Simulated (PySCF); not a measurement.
C3HBrClF, SMILES FC=C=C(Cl)Br. Atoms are numbered in the order given.

```xyz
7

F     -3.3810    -0.6715     0.4361
C     -2.5601     0.1097    -0.2723
C     -1.2611    -0.0587    -0.3146
C      0.0364    -0.1730    -0.3825
Cl     0.8499    -1.1389    -1.5782
Br     1.1938     0.7210     0.8438
H     -3.0926     0.9018    -0.8115
```

Geometry optimised at B3LYP-D3(BJ)/def2-SVP. The structure was generated by enumeration, and PubChem lists no compound with its InChIKey, so it may never have been made.

Calculation: r2SCAN/def2-TZVP (PySCF).

Isolated molecule, no solvent.

Estimate the frontier levels, gap, dipole moment and polarisability. (An estimate is asked for; the answer gives what the named calculation found.)


* **highest occupied level**: -6.90 eV
* **lowest empty level**: -2.23 eV
* **orbital gap**: 4.67 eV
* **dipole moment**: 0.264 e·Å
* **quadrupole, principal values (traceless, Buckingham form, about the centre of nuclear charge)**: -6.30, -0.17, 6.47 D·Å
* **mean static polarisability**: 74.0 bohr³ (10.97 Å³)
* **polarisability, principal values**: 43.9, 70.5, 107.6 bohr³
